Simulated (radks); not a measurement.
Results of a calculation; reference values are marked as such.
Te3+, 49 electrons, occupied as [Kr] 4d10 5s2 5p1. Code: a radial shooting solver on a logarithmic mesh with Libxc functionals. Model: Dirac Kohn-Sham, PBE, spin-unpolarised, spherical densities, point nucleus; open shells fill j = l - 1/2 first.

Normalised radial functions P(r) = r R(r) (large component), r in bohr:

```
   r/bohr * 4d5/2, o 6s1/2 (the largest magnitude, 1.11, reaches the edge; | marks zero, & curves that meet)
 0.002774                             *o
 0.003204                             *o
 0.003729                             *o
 0.004342                             *o
 0.005054                             *o
 0.005884                             *o
  0.00685                             *o
 0.007911                             *o
  0.00921                             *o
  0.01072                             *o
  0.01248                             *o
  0.01453                             *o
  0.01678                             *o
  0.01954                             *o
  0.02274                             *o
  0.02648                             |&
  0.03082                             o*
   0.0356                             o*
  0.04144                            o| *
  0.04824                            o| *
  0.05616                           o |  *
  0.06538                           o |   *
  0.07551                           o |    *
   0.0879                           o |      *
   0.1023                           o |        *
   0.1191                            o|          *
   0.1387                             o            *
   0.1615                             |o            *
   0.1865                             |  o           *
   0.2171                             |  o          *
   0.2527                             |   o       *
   0.2942                             |  o    *
   0.3425                             |o *
   0.3955                         *  o|
   0.4605                  *       o  |
   0.5361           *            o    |
   0.6241      *                 o    |
   0.7265   *                     o   |
    0.839  *                         o|
   0.9768    *                        | o
    1.137       *                     |     o
    1.324            *                |       o
    1.541                *            |        o
     1.78                    *        |      o
    2.072                        *    |  o
    2.412                          &  |
    2.808                     o      *|
    3.269                o           *|
    3.806              o              *
    4.395               o             *
    5.117                  o          *
    5.957                      o      *
    6.934                         o   *
    8.073                           o *
    9.323                            o*
    10.85                             &
    12.64                             &
```

4d5/2: eigenvalue -71.519 eV, 1 radial node at r = 0.366 bohr, <r> = 0.970 bohr, 90 % of the charge inside 1.48 bohr. 6s1/2 (empty): eigenvalue -16.584 eV, 5 radial nodes at r = 0.0346, 0.137, 0.366, 0.884, 2.24 bohr, <r> = 4.07 bohr, 90 % of the charge inside 5.71 bohr.
